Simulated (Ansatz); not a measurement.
Reaction (isomerisation): `CC1O[SiH2]1` → `CC(=O)[SiH3]`

Computed with Ansatz on PBE0-D4/def2-TZVP structures; ΔE is electronic, products minus reactants. CCSD(T)/CBS adds triple-zeta CCSD(T) − MP2 to the extrapolated MP2 energy (def2 sets, frozen cores). Functionals use def2-TZVPP.

```csv
level,ΔE (kJ/mol)
PBE0-D4,11.8
B2PLYP,4.4
RPA@PBE/def2-TZVPP,5.0
CCSD(T)/def2-TZVPP,7.7
```

Q: What does CCSD(T)/CBS give? (Estimate.)

A: Ansatz gave: +12.3 kJ/mol. The listed levels differ from it by -0.5, -7.9, -7.3, -4.6 kJ/mol.

Q: What do rigid-rotor, harmonic-oscillator terms from PBE0-D4/def2-TZVP frequencies (298.15 K, 1 bar) make of the CCSD(T)/CBS value? (An estimate is asked.)

A: Ansatz gave: ΔZPE = -12.5 kJ/mol, ΔH = +3.0 kJ/mol, ΔS = 37 J/(mol·K), ΔG = -7.9 kJ/mol. Modes under 50 cm⁻¹ make the entropy rough.

Largest T1 diagnostic among the species: 0.015.

From BLYP to BHLYP (50 % exact exchange), in def2-TZVPP and without D4, ΔE moves by +9.7 kJ/mol. Leaving LDA and LC-ωPBE aside and taking each functional with its dispersion term where it has one, the values, not all of them listed here, spread over 25.5 kJ/mol, from BLYP-D4 to PBE-QIDH. LDA lies +19.6 kJ/mol from PBE without D4. At CCSD(T), def2-SVP lies −36.8 kJ/mol from the extrapolated value and def2-TZVPP −4.6 kJ/mol.
